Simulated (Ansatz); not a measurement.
Molecule: CH3Br2GaO, net charge 0, singlet state. 
Geometry from a B3LYP-D3(BJ)/def2-TZVP (Ansatz, a first-principles code) optimisation:
SMILES: C[O][Ga]([Br])[Br]
```xyz
8

C     -2.9323    -0.6762    -0.7658
O     -1.5964    -1.1654    -0.7337
Ga    -0.2093    -0.2436    -0.1323
Br    -0.4986     1.8834     0.6639
Br     1.8338    -1.2374    -0.1808
H     -3.0233     0.3418    -0.3767
H     -3.5657    -1.3349    -0.1674
H     -3.2893    -0.6870    -1.7981
```

Property: vertical ionisation energy (to the doublet state of charge +1; each state is the SCF solution reached for its spin), in eV. Correlated levels leave the core frozen unless marked. Open shells are spin-unrestricted. No spin-orbit coupling. Frozen are the shells of the preceding noble gas and the d and f shells that filled before the atom's block. Non-relativistic. CBS marks a two-point X^-3 extrapolation of the correlation energy; Hartree-Fock from the larger set. The bracket is a focal-point correction in the basis named.

RI-MP2/CBS(aug-cc-pVTZ,aug-cc-pVQZ)+[CCSD(T)-MP2]/aug-cc-pVTZ (Ansatz) gives 10.87 eV.

Task: Another calculation gave 10.00 eV. Which level was it?
A. wB97X-V/def2-TZVPD (Ansatz)
B. PBE0/def2-TZVPD (Ansatz)
C. BHLYP/def2-TZVPD (Ansatz)
D. r2SCAN/def2-TZVPD (Ansatz)

Result: D, r2SCAN/def2-TZVPD (Ansatz). The others give 10.66 (wB97X-V), 10.29 (PBE0), 10.43 (BHLYP) eV.
